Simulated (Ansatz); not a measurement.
C₄H₂F₈, SMILES `FCC(F)(C(F)(F)F)C(F)(F)F`, relaxed with RKS PBE-D4/def2-SVP in Ansatz from a rough embedded geometry. The force threshold is 0.03 eV/Å; the program also tests the step.

Charge 0, multiplicity 1.

Start:

```xyz
14

F    -1.846   -0.094    1.428
C    -0.731    0.522    1.142
C    -0.308    0.129   -0.223
F    -1.245    0.519   -1.209
C    -0.062   -1.347   -0.362
F     0.838   -1.793    0.519
F    -1.203   -2.053   -0.154
F     0.360   -1.730   -1.632
C     0.952    0.818   -0.601
F     1.416    0.555   -1.837
F     0.842    2.171   -0.488
F     1.965    0.467    0.258
H     0.000    0.246    1.942
H    -0.979    1.592    1.218
```

Problem. How much energy does the relaxation release, and in how many steps? (An estimate is asked.)

Solution. Computed: 57.09 kJ/mol, in 8 steps, 1 of them rejected.

Problem. Which bonds change most? (An estimate is asked.)

Solution. Ansatz gave: C3–C9 from 1.485 to 1.555 Å; F1–C2 from 1.305 to 1.374 Å; C3–C5 from 1.503 to 1.559 Å; C2–C3 from 1.483 to 1.532 Å.

Problem. Give the relaxed structure. (An estimate is asked.)

Solution. The calculation gave: 
```xyz
14

F    -1.797   -0.230    1.581
C    -0.739    0.537    1.155
C    -0.284    0.110   -0.244
F    -1.238    0.470   -1.176
C    -0.107   -1.435   -0.352
F     0.578   -1.899    0.714
F    -1.302   -2.034   -0.396
F     0.572   -1.774   -1.466
C     1.019    0.871   -0.620
F     1.288    0.775   -1.925
F     0.884    2.182   -0.316
F     2.064    0.389    0.084
H     0.110    0.435    1.864
H    -1.048    1.602    1.097
```
